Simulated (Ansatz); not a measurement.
Species: H4O4Si, SMILES `O[Si](O)(O)O` (charge 0, multiplicity 1).

### Question
Give a relaxed geometry from PBE0-D4/def2-TZVP (Ansatz, a program for electronic structure).

### Answer
One answer among several that fit: the end point of this relaxation, one of several conformers (outside a Z-matrix the atoms follow the SMILES, hydrogens last).
Cartesian coordinates (Å) in one orientation:
```xyz
9

O     -0.394     1.080     1.157
Si     0.000     0.000     0.000
O      0.545     0.865    -1.271
O      1.186    -1.052     0.384
O     -1.337    -0.893    -0.270
H     -0.981     0.772     1.849
H      0.104     1.698    -1.444
H      2.086    -0.733     0.300
H     -1.209    -1.737    -0.706
```
